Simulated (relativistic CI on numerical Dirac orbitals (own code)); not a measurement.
## Forbidden transitions in Ni IV

Method of calculation: Dirac-Coulomb-Breit CI, orbitals from a KLI potential per configuration, model QED, valence Slater integrals scaled by 0.85, P86 correlation energy added to each configuration (own radial code, finite nucleus).

CI space (outside the closed core [Ne] 3s2): 3p⁶3d⁷, 3p⁶3d⁶4s, 3p⁶3d⁶4p, 3p⁶3d⁶4d, 3p⁶3d⁶5s, 3p⁶3d⁵4s², 3p⁶3d⁶5p, 3p⁵3d⁸, 3p⁶3d⁶4f, 3p⁶3d⁶5d, 3p⁶3d⁵4s4p, 3p⁶3d⁶6s, 3p⁶3d⁶6p, 3p⁶3d⁶5f, 3p⁶3d⁶5g, 3p⁶3d⁶6d, 3p⁶3d⁵4p², 3p⁶3d⁵4s4d, 3p⁴3d⁹. Levels of other configurations are missing.

```csv
λ vac (nm),Lower,Upper,Type,A (s⁻¹),E lower (cm⁻¹),E upper (cm⁻¹)
89.319,3p⁶3d⁷ ⁴F9/2 [1],3p⁶3d⁶4s ⁶D7/2 [21],E2,1.87e+00,0.0,111958.8
89.795,3p⁶3d⁷ ⁴F7/2 [2],3p⁶3d⁶4s ⁶D5/2 [22],E2,1.65e+00,1147.8,112513.2
89.931,3p⁶3d⁷ ⁴F9/2 [1],3p⁶3d⁶4s ⁶D9/2 [20],E2,1.24e+00,0.0,111196.5
90.461,3p⁶3d⁷ ⁴F5/2 [3],3p⁶3d⁶4s ⁶D5/2 [22],E2,2.78e-01,1968.9,112513.2
90.869,3p⁶3d⁷ ⁴F7/2 [2],3p⁶3d⁶4s ⁶D9/2 [20],E2,2.89e-01,1147.8,111196.5
104.72,3p⁶3d⁷ ⁴P5/2 [5],3p⁶3d⁶4s ⁶D5/2 [22],E2,5.13e-01,17016.8,112513.2
105.33,3p⁶3d⁷ ⁴P5/2 [5],3p⁶3d⁶4s ⁶D7/2 [21],E2,8.54e-01,17016.8,111958.8
105.64,3p⁶3d⁷ ⁴P1/2 [7],3p⁶3d⁶4s ⁶D5/2 [22],E2,2.79e-01,17849.3,112513.2
105.66,3p⁶3d⁷ ⁴P3/2 [6],3p⁶3d⁶4s ⁶D7/2 [21],E2,1.53e-01,17314.4,111958.8
106.18,3p⁶3d⁷ ⁴P5/2 [5],3p⁶3d⁶4s ⁶D9/2 [20],E2,1.72e-01,17016.8,111196.5
369.62,3p⁶3d⁷ ⁴F9/2 [1],3p⁶3d⁷ ²H9/2 [15],M1,8.25e-03,0.0,27054.5
430.68,3p⁶3d⁷ ²G9/2 [8],3p⁶3d⁷ ²F7/2 [17],E2,9.21e-02,19063.9,42283.0
430.68,3p⁶3d⁷ ²G9/2 [8],3p⁶3d⁷ ²F7/2 [17],M1,1.90e-01,19063.9,42283.0
438.39,3p⁶3d⁷ ²G9/2 [8],3p⁶3d⁷ ²F5/2 [16],E2,3.58e-02,19063.9,41874.5
451.44,3p⁶3d⁷ ²G7/2 [9],3p⁶3d⁷ ²F7/2 [17],M1,2.90e-01,20131.6,42283.0
459.92,3p⁶3d⁷ ²G7/2 [9],3p⁶3d⁷ ²F5/2 [16],E2,7.55e-02,20131.6,41874.5
459.92,3p⁶3d⁷ ²G7/2 [9],3p⁶3d⁷ ²F5/2 [16],M1,1.54e-01,20131.6,41874.5
475.12,3p⁶3d⁷ ⁴F5/2 [3],3p⁶3d⁷ ²P3/2 [10],M1,2.90e-01,1968.9,23016.2
488.00,3p⁶3d⁷ ⁴F3/2 [4],3p⁶3d⁷ ²P3/2 [10],M1,1.96e-01,2524.2,23016.2
1251.5,3p⁶3d⁷ ²G9/2 [8],3p⁶3d⁷ ²H9/2 [15],M1,2.79e-01,19063.9,27054.5
1426.6,3p⁶3d⁷ ²G9/2 [8],3p⁶3d⁷ ²H11/2 [13],M1,8.64e-02,19063.9,26073.6
1444.5,3p⁶3d⁷ ²G7/2 [9],3p⁶3d⁷ ²H9/2 [15],M1,8.13e-02,20131.6,27054.5
```

Terms are leading LS components. Brackets give the number of a level in order of energy, since labels repeat. The list gives strong lines, with weight on those to low levels, among the lowest 400 of 4344 levels, so that lines to higher ones, which can be the strongest, are missing, and without lines across small gaps between configurations, and without 68 lines that miss the measured interval by over 3.5 %, start from a term whose rates miss tabulated ones by over 60 %, have gauges far apart or, lacking measured levels, span too small a gap for the errors found; lines with a level outside our table were not tested and can miss by more. Levels whose partners in the same complex of configurations lie outside the list can be far off, and so can their lines. Rates are taken at the computed energies, electric ones in the length gauge.

Correlation outside the listed configurations is missing or only estimated: errors of thousands of cm⁻¹ between configurations and terms are usual at this charge. Rates and lifetimes follow the computed energies and can be off by large factors. The fine structure of a lone outer electron comes out too small, for d and f at times inverted, and misplaced configurations move strength between like terms. 54 of the 54 excited levels that our extract of the measured tables holds in this range could be paired (the sources list more); they are missed by 972 cm⁻¹ on average and 4806 at most, and levels without a partner can miss by more.
